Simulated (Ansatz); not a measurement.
CH₄BrGaO (`C[O][GaH][Br]`) from Hartree–Fock to CCSD(T)

Z-matrix (Å, degrees):
```
C
O 1 1.407
H 1 1.095 2 109.5
H 1 1.096 2 113.0 3 -120.8
H 1 1.095 2 109.5 3 118.5
Ga 2 1.766 1 126.0 3 120.6
Br 6 2.290 2 115.9 1 0.0
H 6 1.543 2 120.8 1 180.0
```

The species carries charge 0 and has multiplicity 1. Correlated methods include outer-core shells of Br, Ga, which these sets cover unevenly. Scalar relativity is left out up to krypton. All single points use the PBE0-D4/def2-TZVP geometry. It is one conformer, not always the lowest. Frozen core, restricted reference, the Gaussian-basis code of Ansatz.

| basis | HF (Eh) | MP2 corr. | CCSD corr. | (T) | CCSD(T) total |
| --- | --- | --- | --- | --- | --- |
| def2-SVP | -4610.14724 | -0.76901 | ? | -0.02111 | ? |
| def2-TZVPP | ? | -0.91162 | ? | ? | ? |
| def2-QZVPP | -4610.94527 | -1.50706 | – | – | – |

(1) Fill in the withheld values. (An estimate is asked.)

## Answers

(1) Computed: def2-SVP CCSD corr.: -0.78383; def2-SVP CCSD(T) total: -4610.95218; def2-TZVPP HF (Eh): -4610.84981; def2-TZVPP CCSD corr.: -0.92792; def2-TZVPP (T): -0.03505; def2-TZVPP CCSD(T) total: -4611.81278.
